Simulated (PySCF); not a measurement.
Vertical excitations of a molecule C3H3F3 from TDA-PBE/def2-SVPD (PySCF), as energy in eV (oscillator strength): 6.63 (0.000), 7.15 (0.022), 7.49 (0.000), 7.60 (0.392), 8.05 (0.011), 8.07 (0.000), 8.22 (0.010), 8.23 (0.008), 8.60 (0.001), 8.62 (0.024). Lowest triplet (TDA): 4.45 eV. Coordinates come from a PBE0-D3(BJ)/def2-SVP optimisation. The values are those of a single conformer.

Problem. Which molecule gave these data?
A) F[C@H]1[C@H](F)[C@H]1F
B) C=C(F)C(F)F
C) CC(F)=C(F)F
D) F/C=C\C(F)F

Solution. D, F/C=C\C(F)F
